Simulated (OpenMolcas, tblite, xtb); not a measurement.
# How methods differ on Si2H3OF (SMILES F[Si]O[SiH3])

Si2H3OF: 7 atoms, total charge 0, spin state singlet. As SMILES, `F[Si]O[SiH3]`. The coordinates come from a PBE0-D4/def2-TZVP relaxation. This is one conformer, not always the lowest.

```csv
atom,x (Å),y (Å),z (Å)
F,0.6393,-1.8295,1.6087
Si,-0.4287,-2.1655,0.4415
O,-0.5383,-0.7365,-0.3346
Si,-0.0256,0.8371,-0.4067
H,-0.7051,1.4807,-1.5555
H,-0.3857,1.5378,0.8500
H,1.4440,0.8758,-0.6033
```

Each level gives the energy change with the F1–Si2 bond stretched from 1.617 to 2.426 Å (eV). The values are calculated.

| level | kind | program | value (eV) | CPU time (all runs) |
| --- | --- | --- | --- | --- |
| GFN-FF | force field | xtb | 2.67 | under 2 s |
| GFN1-xTB | semi-empirical | tblite | 2.30 | under 2 s |
| HF/def2-SVPD (restricted) | Hartree–Fock | OpenMolcas | 2.74 | 46 s |
| SVWN5/def2-SVPD (restricted) | LDA | OpenMolcas | 2.33 | 87 s |
| revPBE/def2-SVPD (restricted) | GGA | OpenMolcas | 1.92 | 1.9 min |
| TPSS/def2-SVPD (restricted) | meta-GGA | OpenMolcas | 2.15 | 2.5 min |
| B3LYP/def2-SVPD (restricted) | global hybrid | OpenMolcas | 2.21 | 1.7 min |
| MP2/def2-SVPD (restricted) | perturbation theory | OpenMolcas | 2.27 | 45 s |

The first shape isn't each level's own minimum. The values span 1.92 to 2.74 eV. CPU times are rough (shared hosts, several kinds of processor): they show what a rung costs within a factor of a few.
